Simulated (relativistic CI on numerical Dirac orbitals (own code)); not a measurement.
What each ingredient does to the levels of Ho L

Base calculation: Dirac-Coulomb-Breit CI, KLI orbitals optimised for each configuration, QED by a radiative potential, unscaled Slater integrals.

Configurations in the expansion (outside the closed core [Ne]): 3s²3p⁶, 3s²3p⁵3d, 3s3p⁶3d, 3s²3p⁵4s, 3s²3p⁵4p, 3s²3p⁵4d, 3p⁶3d4p, 3s3p⁶4s, 3s²3p⁵4f, 3s3p⁶4p, 3s3p⁶4d, 3s3p⁶4f, 3s²3p⁵5s, 3s²3p⁵5p, 3s²3p⁵5d, 3s²3p⁵5f, 3s²3p⁵5g, 3s3p⁶5s, 3s3p⁶5p, 3s3p⁶5d, 3s3p⁶5f, 3p⁶3d², 3p⁵3d³, 3p⁵3d²4s, 3p⁵3d²4p, 3p⁵3d²4d, 3p⁶3d4s, 3p⁵3d4s², 3p⁵3d4s4p, 3p⁵3d4s4d, 3p⁶4s², 3p⁵4s²4p, 3p⁵4s²4d. Double excitations out of closed p, d and f shells are left out; levels of such configurations are missing from the list, as are those of other unlisted configurations, and high levels can miss mixing partners. These lack a partner that the ground configuration has and come out too high: 3s²3p⁵4f, 3s²3p⁵5s, 3s²3p⁵5p, 3s²3p⁵5d, 3s²3p⁵5f.

The lowest level and the first level of each name with at least 55 % of one term (blank where a level has no safe partner in the second run):

```
        Level  Base (eV)  Shift (eV)
   3s²3p⁶ ¹S0       0.00        0.00
3s²3p⁵3d ³P°0     208.19       +0.50
3s²3p⁵3d ³P°1     217.52       +0.50
3s²3p⁵3d ³F°3     222.18       +0.50
3s²3p⁵3d ³F°4     264.52       +0.50
3s²3p⁵3d ³D°3     279.72       +0.50
3s²3p⁵3d ³F°2     432.83       +0.50
  3s3p⁶3d ³D1     621.70       +0.73
  3s3p⁶3d ³D2     627.34       +0.73
  3s3p⁶3d ³D3     670.54       +0.73
  3s3p⁶3d ¹D2     683.46       +0.73
   3p⁶3d² ³F2    1258.57       +1.33
   3p⁶3d² ³P0    1279.72       +1.33
   3p⁶3d² ³F3    1304.01       +1.33
   3p⁶3d² ¹G4    1316.44       +1.33
   3p⁶3d² ³P1    1318.30       +1.33
   3p⁶3d² ³F4    1357.57       +1.33
   3p⁶3d² ¹S0    1388.37       +1.33
  3p⁵3d³ ⁵D°0    1475.44       +1.63
  3p⁵3d³ ³P°1    1569.09       +1.63
  3p⁵3d³ ³I°7    1569.31       +1.63
```

At this charge energies of transitions that change n are usually good to better than 1 %, and those within a shell (Δn = 0) to a few per cent.

(1) One thing was changed in a second run, which moved the levels as shown. Which?
A. QED terms removed
B. P86 correlation estimate
C. only the first 3 configurations
D. configuration mixing switched off
E. Breit term removed

Answers

(1) B. P86 correlation estimate. A correlation estimate moves all levels of a configuration together before mixing; mixed levels move by a weighted share.

LS names give the leading component of a level, which can be under half, so a name can repeat, a term be missing and a line seem to break the LS rules.
